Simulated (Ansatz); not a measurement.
Si(F)(Br)(Me)(OH) (CH4BrFOSi), SMILES C[Si](O)(F)Br.

Coordinates come from a PBE0-D3(BJ)/def2-SVP optimisation. The structure was generated by enumeration, and PubChem lists no compound with its InChIKey, so it may never have been made. Other conformers were not sampled.

Two levels are set side by side: PBE/def2-SVPD (Ansatz, a program for electronic structure) and PBE0/def2-SVPD (Ansatz). Energy differences of separate SCF runs at the same geometry; the states with an electron removed or added have multiplicity 2 and 2. Differences are taken from unrounded values.

```
quantity                            PBE0
---------------------------------  -----
vertical ionisation energy (eV)    11.04
vertical singlet–triplet gap (eV)   7.24
```

**Question.** What does PBE give, and how far is it from PBE0? (An estimate is asked for; the answer gives what the named calculation found.)

**Answer.** 
```tsv
quantity	PBE	PBE minus PBE0
vertical ionisation energy (eV)	10.62	-0.42
vertical singlet–triplet gap (eV)	6.76	-0.48
```
